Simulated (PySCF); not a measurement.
**Removing the step error of a finite difference**

System: C$_{3}$H$_{10}$FNSi, singlet, at a GFN2-xTB geometry. Level: PySCF with B3LYP/6-31G, polarisability. Sums are taken with unrounded values, so a last digit can differ.

Second differences of the energy in a field along z gave a polarisability along z of 51.937 bohr³ at step 0.005 and 52.577 bohr³ at step 0.05 (atomic units).

Extrapolate to zero step.

The leading error of a symmetric difference goes as h², so A(h) = A0 + c h². Then c = (52.577 - (51.937))/(0.05² - 0.005²) = 259 (atomic units) and A0 = 51.937 - c × 0.005² = 51.930 bohr³. The analytic value from the same program and level is 51.931 bohr³: the smaller step missed it by 0.006, the extrapolation by 0.000.
